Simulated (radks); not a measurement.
Task: Coherent X-ray form factor from a spherical all-electron density. Calculated with a radial shooting solver on a logarithmic mesh with Libxc functionals: Dirac Kohn-Sham, LDA (Slater exchange, Perdew-Wang correlation), spin-unpolarised, spherical densities, point nucleus.

| sin(theta)/lambda (1/angstrom) | f0 (electrons) |
|---|---|
| 0.05 | 39.637 |
| 0.1 | 38.594 |
| 0.15 | 36.997 |
| 0.2 | 35.022 |
| 0.25 | 32.853 |
| 0.3 | 30.655 |
| 0.4 | 26.618 |
| 0.5 | 23.373 |
| 0.6 | 20.885 |
| 0.8 | 17.274 |
| 1 | 14.386 |
| 1.25 | 11.279 |
| 1.5 | 8.898 |
| 2 | 6.281 |

The species is in the configuration that NIST lists as its ground one. Which atom or ion scatters so?

Result: The rhodium ion Rh5+, [Kr] 4d4. Extrapolating in s^2 from the first two rows gives f0(0) = 40.0, near the electron count 40; among species with that count, the fall with angle is slower the higher Z, and the table is that of Z = 45; from so few rows the species is fixed only to a neighbour or two.
